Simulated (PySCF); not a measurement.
**How methods differ on the ionisation energy of Cr**

Cr [Ar] 3d5 4s1 (7S) → Cr⁺ [Ar] 3d5 (6S), as a difference of total energies. All numbers are calculated (PySCF 2.14, scalar relativity by spin-free X2C-1e, in ANO-RCC-VTZP). Correlated levels: valence: [Ar] frozen. The calculations carry no spin-orbit coupling.

| method | ionisation energy (eV) | error (eV) |
| --- | --- | --- |
| UHF | 6.025 | -0.742 |
| MP2 (valence) | 6.489 | -0.278 |
| SCS-MP2 (valence) | 6.180 | -0.587 |
| CCSD (valence) | 6.507 | -0.260 |
| CCSD(T) (valence) | 6.537 | -0.230 |

Reference: 6.767 eV (measured; NIST Atomic Spectra Database, ionization energies).

Errors of the correlated levels include the incompleteness of this basis and the frozen core.
